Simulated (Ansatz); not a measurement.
Spectroscopic constants of NaBe, multiplicity 2 (lowest of 2S+1 = 2, 4 at CCSD(T)/def2-TZVPP on PBE0 minima; our sources give no spin for the ground state, which may be another).

The constants come from a fifth-degree fit in 1/R (seven points, main isotopes). Runs in def2 and cc sets follow the lowest solution found near the PBE0 minimum.

Correlated levels freeze the inner cores; with def2 sets outer-core shells near the valence are correlated too.

Run with Ansatz (Gaussian basis) for Hartree–Fock, density functionals and correlated methods. Each number belongs to the level named beside it.

### Question
What bond length and harmonic frequency does CAM-B3LYP/def2-TZVPP give, and what D_e (from each atom's lowest state at the same level)?

### Answer
r_e = 2.875 Å, ω_e = 214 cm⁻¹, D_e = 0.24 eV.

### Question
What bond length and harmonic frequency does B2PLYP/def2-TZVPP give, and what D_e (from each atom's lowest state at the same level)?

### Answer
r_e = 2.929 Å, ω_e = 197 cm⁻¹, D_e = 0.20 eV.

### Question
What bond length and harmonic frequency does CCSD(T)/def2-QZVPP give, and what D_e (from each atom's lowest state at the same level)?

### Answer
r_e = 2.986 Å, ω_e = 170 cm⁻¹, D_e = 0.16 eV.

Doubts at one or more of the structures used: a spin-contaminated determinant (CCSD(T)/def2-QZVPP).

Ansatz is an electronic-structure program.
